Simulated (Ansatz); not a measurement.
Gas-phase electronic energies from Ansatz, PBE0-D4/def2-TZVP geometries. CCSD(T)/CBS is the MP2 limit (def2-TZVPP, def2-QZVPP) plus CCSD(T) − MP2 in def2-TZVPP, frozen cores. This one scheme is used for every species. Functionals use def2-TZVPP. Elements past krypton have def2 core potentials. For Mo outer-core shells are correlated without core-valence functions, which leaves a few kJ/mol of doubt a bond. Each species was taken in one conformer, which may not be the lowest.

`[NH2][Mo](=[S])(=[S])[Cl]` + H–F → `[NH2][Mo]([F])(=[S])=[S]` + HCl  (ligand exchange at a Mo–Cl bond)

`[NH2][Mo](=[S])(=[S])[Cl]`:

Cartesian coordinates in Å:
```
N -0.207 0.595 -1.048
Mo 0.123 -0.327 0.578
S -0.590 -2.286 0.375
S -0.890 0.675 2.113
Cl 2.334 -0.360 1.016
H -0.312 0.131 -1.940
H -0.458 1.572 -1.094
```

H–F:

Cartesian coordinates in Å:
```
F 0.419 0.135 -0.133
H -0.419 -0.135 0.133
```

`[NH2][Mo]([F])(=[S])=[S]`:

Z-matrix (Å, degrees):
```
Mo
F 1 1.846
S 1 2.096 2 110.4
N 1 1.898 2 110.4 3 118.8
S 1 2.096 2 110.4 3 -122.5
H 4 1.010 1 123.4 2 -96.2
H 4 1.010 1 123.4 2 96.2
```

HCl:

Z-matrix (Å, degrees):
```
Cl
H 1 1.279
```

CCSD(T)/CBS gives +0.27 eV.

Q: Another level gave +0.38 eV. Which?
A. B97M-V/def2-TZVPP
B. SCS-MP2/def2-TZVPP
C. LDA (SPW92)/def2-TZVPP
D. CCSD/def2-TZVPP

A: B. SCS-MP2/def2-TZVPP 0.38, B97M-V 0.04, CCSD/def2-TZVPP 0.19, LDA (SPW92) 0.11 eV.

Largest T1 diagnostic among the species: 0.024, so the coupled-cluster value is less sure than usual.

From r2SCAN to r2SCAN0 (25 % exact exchange), in def2-TZVPP and without D4, ΔE moves by +0.08 eV. In def2-TZVPP, CCSD(T) changes the Hartree–Fock value by +0.16 eV (the triples alone add +0.04 eV) and MP2 by +0.46 eV. Leaving LDA and LC-ωPBE aside and taking each functional with its dispersion term where it has one, the values, not all of them listed here, spread over 0.27 eV, from ωB97X-V to PBE-QIDH. LDA lies +0.05 eV from PBE without D4.
